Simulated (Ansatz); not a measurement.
Ligand exchange: SiH(SH)3 + KSH → Si(SH)4 + KH

Species: SiH(SH)3, singlet; KSH `[SH][K]`, singlet; Si(SH)4, singlet; KH, singlet. The partners trade H for SH: Si–H and K–SH bonds give way to Si–SH and K–H.

Shapes, held fixed at every level: PBE0-D4/def2-TZVP. Flexible molecules stand in one conformer, not always the lowest. Programs: Ansatz 0.2.0. The zero-point and thermal change to 298 K, harmonic and unscaled (PBE0-D4/def2-TZVP), is -7.6 kJ/mol.

| level | kind | ΔH(298 K) (kJ/mol) | less CCSD(T)/def2-TZVPP |
| --- | --- | --- | --- |
| SPW92/def2-TZVPP | LDA | +84.4 | -23.2 |
| BHLYP-D4/def2-TZVPP | global hybrid | +103.9 | -3.7 |
| PBE0-D4/def2-TZVPP | global hybrid | +95.7 | -11.9 |
| wB97X-V/def2-TZVPP | range-separated hybrid | +104.6 | -3.0 |
| MP2/def2-SVP | perturbation theory | +100.4 | -7.2 |
| CCSD/def2-SVP | coupled cluster or CI | +103.9 | -3.7 |
| CCSD(T)/def2-TZVPP | coupled cluster or CI | +107.6 | 0.0 |

The highest level, CCSD(T)/def2-TZVPP, gives ΔH(298 K) = +107.6 kJ/mol; the levels span +84.4 to +107.6. The column of differences is taken from that level and isn't an error. No measured value is set beside it here. Outer-core shells of K are correlated in most correlated rows, in sets that cover them unevenly. CCSD(T)/def2-TZVPP lies outside the range of all other levels here, so it shouldn't be taken on trust.
